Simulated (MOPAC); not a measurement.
MOPAC input (PM3):

```
PM3 1SCF CHARGE=1 GEO-OK AUX(PRECISION=9) THREADS=1
C2H3O

C    -0.59228900 1   -0.52606600 1   -0.26946000 1
C     0.65778700 1   -0.50181500 1   -0.12513500 1
O    -0.06076300 1    0.77407900 1    0.39623000 1
H    -1.61871900 1   -0.79151600 1   -0.45819800 1
H     1.70961200 1   -0.72694800 1   -0.07393200 1
H     0.00222300 1    1.49311500 1   -0.27014200 1
```

From the output:

```
                                                       MOPAC v23.2.5 Linux

          FINAL HEAT OF FORMATION =        251.54816 KCAL/MOL =    1052.47749 KJ/MOL

          COSMO AREA              =         77.64 SQUARE ANGSTROMS
          COSMO VOLUME            =         60.14 CUBIC ANGSTROMS

          IONIZATION POTENTIAL    =         18.127731 EV
          HOMO LUMO ENERGIES (EV) =        -18.128 -6.805
          NO. OF FILLED LEVELS    =          8
          MOLECULAR WEIGHT        =         43.0451         POINT GROUP:  Cs

          MOLECULAR DIMENSIONS (Angstroms)

            Atom       Atom       Distance
            H     5    H     4     3.35106
            H     6    H     4     2.25277
            H     5    O     3     0.66949

          SCF CALCULATIONS        =          1

   ATOM   CHEMICAL          X               Y               Z
  NUMBER   SYMBOL      (ANGSTROMS)     (ANGSTROMS)     (ANGSTROMS)

     1       C         -0.59228900  *  -0.52606600  *  -0.26946000  *
     2       C          0.65778700  *  -0.50181500  *  -0.12513500  *
     3       O         -0.06076300  *   0.77407900  *   0.39623000  *
     4       H         -1.61871900  *  -0.79151600  *  -0.45819800  *
     5       H          1.70961200  *  -0.72694800  *  -0.07393200  *
     6       H          0.00222300  *   1.49311500  *  -0.27014200  *

                             CARTESIAN COORDINATES

   1    C       -0.592289000    -0.526066000    -0.269460000
   2    C        0.657787000    -0.501815000    -0.125135000
   3    O       -0.060763000     0.774079000     0.396230000
   4    H       -1.618719000    -0.791516000    -0.458198000
   5    H        1.709612000    -0.726948000    -0.073932000
   6    H        0.002223000     1.493115000    -0.270142000

           Empirical Formula: C2 H3 O  =     6 atoms

      MOLECULAR POINT GROUP   :   Cs

                  EIGENVALUES
 -47.71093 -36.15310 -27.73278 -26.18956 -24.20849 -22.08982 -21.74307 -18.12773
  -6.80491  -6.32360  -5.77964  -4.32967  -3.46675  -2.69355  -1.51328

              NET ATOMIC CHARGES AND DIPOLE CONTRIBUTIONS

  ATOM NO.   TYPE          CHARGE      No. of ELECS.   s-Pop       p-Pop
    1          C           0.129622        3.8704     1.23767     2.63270
    2          C           0.129623        3.8704     1.23767     2.63270
    3          O          -0.025071        6.0251     1.82118     4.20390
    4          H           0.241389        0.7586     0.75861
    5          H           0.241389        0.7586     0.75861
    6          H           0.283047        0.7170     0.71695
 DIPOLE           X         Y         Z       TOTAL
 POINT-CHG.     0.167    -0.465    -1.366     1.453
 HYBRID         0.018     0.690    -0.271     0.742
 SUM            0.185     0.225    -1.637     1.663

          ATOMIC ORBITAL ELECTRON POPULATIONS

     Atom    s        px        py        pz
    1  C   1.23767   0.99024   0.69530   0.94716
    2  C   1.23767   0.98611   0.69763   0.94896
    3  O   1.82118   1.63582   1.15201   1.41607
    4  H   0.75861
    5  H   0.75861
    6  H   0.71695

 **********************
 *                    *
 * JOB ENDED NORMALLY *
 *                    *
 **********************

 == MOPAC DONE ==
```

The dipole moment of an ion depends on the origin.

The geometry given is a B3LYP-D3(BJ)/def2-TZVP minimum.
